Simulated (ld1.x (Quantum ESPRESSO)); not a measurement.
**u(r) = r·R(r): atom against pseudo-atom (hydrogen)**

Columns: radius, all-electron u(r) and pseudo u(r) of the 1s shell (level -9.55 eV) of hydrogen in the configuration 1s0.75; BLYP, scalar-relativistic, RRKJ scheme, ld1.x (Quantum ESPRESSO) 7.5.

```csv
r (bohr),all-electron,pseudo
0.047,0.0927,0.0811
0.095,0.1782,0.1621
0.142,0.2535,0.2379
0.190,0.3226,0.3103
0.237,0.3830,0.3753
0.285,0.4379,0.4348
0.332,0.4855,0.4863
0.380,0.5284,0.5318
0.427,0.5652,0.5699
0.475,0.5980,0.6029
0.522,0.6256,0.6300
0.570,0.6497,0.6531
0.617,0.6696,0.6720
0.665,0.6866,0.6879
0.712,0.7001,0.7006
0.760,0.7110,0.7111
0.807,0.7191,0.7191
0.855,0.7250,0.7250
0.902,0.7287,0.7287
0.950,0.7305,0.7305
0.997,0.7305,0.7305
1.045,0.7289,0.7289
1.092,0.7260,0.7260
1.140,0.7217,0.7217
1.187,0.7164,0.7164
1.235,0.7099,0.7099
```

How many radial nodes do the two functions have?

The all-electron 1s function has n − l − 1 = 0; the pseudo-wave has 0.

At about which radius was the pseudo-wave matched?

0.85 bohr. The columns agree to 0.0005 from 0.76 bohr on; several derivatives are matched, so the curves merge somewhat inside the radius.

Where does each function peak?

Outermost all-electron maximum near 0.95 bohr, pseudo maximum near 0.95 bohr (to the table’s step).

Is the pseudo-wave norm-conserving?

Yes: the RRKJ scheme keeps the norm inside the radius equal to the all-electron one, which fixes the energy derivative of the logarithmic derivative at the level.
